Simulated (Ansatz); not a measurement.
H2Pb (SMILES [PbH2]), charge 0, multiplicity 1, relaxed at each level with Ansatz (a program for electronic structure); harmonic frequencies from differences of analytic forces, average atomic masses, frozen cores. Elements past Kr take the def2 small-core potentials, without spin–orbit coupling.

| level | Pb1–H2 (Å) | Pb1–H3 (Å) | H2–Pb1–H3 (°) | dipole (D) |
|---|---|---|---|---|
| HF/def2-TZVPP | 1.8338 | 1.8338 | 91.8 | 1.40 |
| PBE/def2-TZVPP | 1.8646 | 1.8646 | 89.8 | 1.56 |
| r2SCAN/def2-TZVPP | 1.8460 | 1.8460 | 89.9 | 1.49 |
| B3LYP/def2-TZVPP | 1.8552 | 1.8552 | 90.4 | 1.60 |
| PBE0/def2-TZVPP | 1.8428 | 1.8428 | 90.2 | 1.46 |
| wB97X-V/def2-TZVPP | 1.8301 | 1.8301 | 90.7 | 1.42 |
| MP2/def2-TZVPP | 1.8436 | 1.8436 | 90.7 | 1.44 |
| CCSD(T)/def2-SVP | 1.8664 | 1.8664 | 90.4 | 1.30 |
| CCSD(T)/def2-TZVPP | 1.8601 | 1.8601 | 90.7 | 1.42 |
